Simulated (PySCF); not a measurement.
FGa, neutral, multiplicity 1. Atoms are numbered in the order given.

```xyz
2

Ga     0.0000     0.0000    -0.4056
F      0.0000     0.0000     1.3971
```
Charge 0, spin multiplicity 1.

Coordinates come from a B3LYP-D3(BJ)/def2-TZVPD optimisation.

The numbers are results of B3LYP-D3(BJ)/def2-TZVPD run with PySCF, not measurements.

Frequencies are harmonic and unscaled.

Problem. Give all harmonic wavenumbers and intensities. (Estimate from the structure and the level; the computed values follow.)

Solution. 
```csv
mode,ν (cm⁻¹),IR (km/mol),moving atoms (share of kinetic energy)
1,594,124.5,"F 79 %, Ga 21 %"
```
